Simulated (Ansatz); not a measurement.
Consider the formal exchange of groups at the Al–C bond: `[CH3][AlH][CH]1CC1` + `N=C(O)CO` → `[CH3][AlH][C](=N)O` + `OCC1CC1`.

Program: Ansatz. Geometries: PBE0-D4/def2-TZVP. ΔE: electronic, gas phase. CCSD(T)/CBS is the MP2 limit (def2-TZVPP, def2-QZVPP) plus CCSD(T) − MP2 in def2-TZVPP, frozen cores. Functionals use def2-TZVPP. One conformer a species, not always the lowest.

`[CH3][AlH][CH]1CC1`:

```xyz
14

C     1.715    0.966   -1.040
Al   -0.239    0.965   -1.083
C    -1.208   -0.159    0.152
C    -0.626   -1.506    0.557
C    -0.647   -0.403    1.545
H     2.136    0.298   -0.284
H     2.099    1.973   -0.844
H     2.126    0.669   -2.011
H    -1.013    1.885   -2.130
H    -2.294   -0.154    0.123
H    -1.319   -2.327    0.694
H     0.331   -1.804    0.141
H    -1.356   -0.467    2.363
H     0.294    0.063    1.816
```

`N=C(O)CO`:

Z-matrix (Å, degrees):
```
C
O 1 1.402
C 1 1.506 2 113.4
H 1 1.091 2 107.5 3 120.8
H 1 1.101 2 111.5 3 -121.4
H 2 0.962 1 107.7 3 46.7
O 3 1.346 1 110.7 2 -41.6
N 3 1.260 1 129.1 2 140.8
H 7 0.967 3 106.7 1 -179.6
H 8 1.015 3 111.5 1 -3.8
```

`[CH3][AlH][C](=N)O`:

Cartesian coordinates in Å:
```
C 1.693 -0.230 -0.877
Al 0.664 -0.170 0.775
C -1.281 0.185 0.525
N -1.857 0.361 -0.595
O -2.038 0.240 1.642
H 1.608 0.711 -1.432
H 1.325 -1.018 -1.543
H 2.755 -0.416 -0.701
H 1.281 -0.382 2.219
H -1.199 0.299 -1.367
H -2.949 0.418 1.353
```

`OCC1CC1`:

Cartesian coordinates in Å:
```
O 2.218 -0.071 -0.624
C 0.865 -0.284 -0.970
C -0.081 0.535 -0.146
C -1.477 0.048 0.078
C -0.492 0.026 1.206
H 2.291 -0.169 0.329
H 0.784 -0.019 -2.028
H 0.596 -1.347 -0.877
H 0.053 1.608 -0.237
H -2.275 0.778 0.107
H -1.755 -0.902 -0.365
H -0.113 -0.941 1.518
H -0.615 0.740 2.010
```

| level | ΔE (kJ/mol) | difference from CCSD(T)/CBS |
| --- | --- | --- |
| PBE-D4 | 6.7 | -0.1 |
| r2SCAN-D4 | 10.8 | 4.0 |
| PBE0-D4 | 10.9 | 4.1 |
| ωB97X-V | 8.7 | 1.9 |
| ωB97M-V | 8.8 | 2.0 |
| B2PLYP | 6.8 | 0.0 |
| PBE | 5.8 | -1.0 |
| r2SCAN | 10.5 | 3.7 |
| PBE0 | 10.0 | 3.2 |
| HF/def2-TZVPP | 11.8 | 5.0 |
| CCSD(T)/def2-TZVPP | 8.1 | 1.3 |
| HF/def2-QZVPP | 11.3 | 4.5 |
| MP2/def2-QZVPP | 8.8 | 2.0 |
| SCS-MP2/def2-QZVPP | 7.5 | 0.7 |
| MP2/CBS(def2) | 8.4 | 1.6 |
| CCSD/CBS(def2) | 7.5 | 0.7 |
| CCSD(T)/CBS | 6.8 | 0 |

Largest T1 diagnostic among the species: 0.014.

From PBE to PBE0 (25 % exact exchange), in def2-TZVPP and without D4, ΔE moves by +4.2 kJ/mol.
